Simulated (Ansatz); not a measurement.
`[NH2][In]([SH])[Br]` + `COBCl` → `[NH2][InH][Br]` + `SCOBCl`  (redistribution)

Isolated molecules relaxed with PBE0-D4/def2-TZVP in Ansatz; ΔE leaves out vibrations. CBS: MP2 limit from def2 TZ/QZ plus the TZ coupled-cluster correction, frozen cores. Functionals use def2-TZVPP. Elements past krypton have def2 core potentials. For Br, In outer-core shells are correlated without core-valence functions, which leaves a few kJ/mol of doubt a bond. Scalar relativity is left out up to krypton. Each species was taken in one conformer, which may not be the lowest.

```tsv
species	B2PLYP energy (Eh)
`[NH2][In]([SH])[Br]`	-3218.41641
`COBCl`	-600.69172
`[NH2][InH][Br]`	-2820.28787
`SCOBCl`	-998.76995
```

(1) Work out ΔE.

Largest T1 diagnostic among the species: 0.013.

## Answers

(1) ΔE = (-2820.28787) + (-998.76995) − (-3218.41641) − (-600.69172) = 0.05031 Eh = +132.1 kJ/mol. CCSD(T)/CBS gives +133.6 kJ/mol.

From PBE to PBE0 (25 % exact exchange), in def2-TZVPP and without D4, ΔE moves by +3.3 kJ/mol.
